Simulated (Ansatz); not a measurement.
Pd₂O₂⁻. The state is a doublet with charge -1. Geometry r2SCAN-D4/def2-TZVPD; atoms count from 1.

```xyz
4

Pd   -1.171   -1.198   -1.580
Pd    1.169    1.196    1.583
O    -0.321   -0.593    0.050
O     0.323    0.595   -0.053
```

In the def2 sets Pd takes a core potential; there is no spin–orbit coupling. The structure holds one bond between oxygen atoms, so isomers without such links may lie far lower. The charge -1 doublet is spin-contaminated (final ⟨S²⟩ up to 0.89, 0.75 for a pure state). Another isomer (doublet) lies 1.03 eV lower at PBE0-D4/def2-TZVPD; other spin states weren't run for this one.

Problem. Estimate the Mulliken populations from the PBE0/def2-TZVPD orbitals of Ansatz.

Solution. 
```
atom  charge (e)  spin (α − β)  d electrons
 Pd1       -0.38         -0.02         9.40
 Pd2       -0.37         -0.02         9.40
  O3       -0.12          0.52            –
  O4       -0.13          0.52            –
```
Mulliken values depend strongly on the basis. With diffuse functions, as here, like atoms can get unlike values, and bond orders can come out too low or too high.

Problem. Where does the spin sit?

Solution. Summed by element: Pd -0.04, O 1.04, of 1 unpaired in all. Largest on single atoms: O3 0.52, O4 0.52, Pd2 -0.02.

Problem. And the Mayer bond orders between heavy atoms (over 0.3)?

Solution. Pd1–O3 0.45 (1.93 Å); Pd2–O4 0.45 (1.94 Å); O3–O4 0.86 (1.36 Å).
